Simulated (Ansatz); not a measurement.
Co5O4⁺, relaxed as a quintet with UKS PBE-D4/def2-SVP in Ansatz, starting from the PBE-D4/def2-SVP geometry of the charge +1 singlet. Force threshold 0.03 eV/Å.

The charge 1 quintet is spin-contaminated (final ⟨S²⟩ up to 9.56, 6.00 for a pure state). The relaxation made no stability test and no search for a lower SCF solution. The structure comes from a short search, and lower isomers may exist.

Start:

```tsv
atom	x (Å)	y (Å)	z (Å)
Co1	-1.6265	-0.6552	-0.1061
Co2	-0.4831	1.1199	1.2672
Co3	-0.0594	0.8571	-1.0599
Co4	0.5077	-1.4446	-0.8663
Co5	1.6481	0.3288	0.5122
O6	1.7358	-1.3405	0.2853
O7	0.7734	1.8776	0.2202
O8	-1.6380	-0.0899	1.4835
O9	-0.8580	-0.6530	-1.7361
```

```csv
step,energy (eV),largest force component (eV/Å),SCF passes
1,-196252.4439,1.429,430
2,-196252.6075,0.935,128
3,-196252.7983,0.650,168
4 (rejected),-196252.7772,0.761,113
5,-196252.8461,0.180,100
6 (rejected),-196252.8452,0.185,92
7,-196252.8531,0.044,86
8,-196252.8537,0.022,71
```

Force components are those of the run's own axes.

End:

Cartesian coordinates in Å:
```
Co -1.6649 -0.5839 -0.0387
Co -0.6405 1.1246 1.2421
Co 0.0399 0.8747 -1.1164
Co 0.5571 -1.4884 -0.8797
Co 1.7980 0.3328 0.4114
O 1.9052 -1.3888 0.1894
O 0.7674 1.8396 0.2772
O -1.9120 -0.0528 1.6215
O -0.8503 -0.6578 -1.7068
```

By distances, no bond broke or formed. The bond that changes most is Co2–Co4, from 3.48 to 3.57 Å (atoms count from 1).

No frequencies were taken in this run, so the end may be a saddle point.

Run time 2.9 min (4 threads of Arm Neoverse V2 on a shared host), peak host memory 1 GiB.
